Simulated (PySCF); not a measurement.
CH3Te, SMILES C[Te] (connectivity only; charge and spin as stated), charge +1, multiplicity 1.

Coordinates come from a B3LYP-D3(BJ)/def2-TZVP optimisation. The spin state was assumed, not searched. The isomer is the one that the SMILES or the coordinates give; other isomers of the formula were not compared. The def2 effective core potentials stand for the cores of Te; spin–orbit coupling is left out.

Level of theory: PBE0/def2-TZVPD in PySCF.

The molecule is in vacuum.

Computed frontier levels, gap, dipole moment and polarisability:
The highest occupied level is -12.98 eV and the lowest empty level is -11.71 eV. The orbital gap is 1.27 eV and the dipole moment about the centre of nuclear charge comes out as 0.384 e·Å. The mean static polarisability comes out as 40.9 bohr³ (6.07 Å³) and the polarisability, principal values is 32.4, 36.5, 53.9 bohr³.
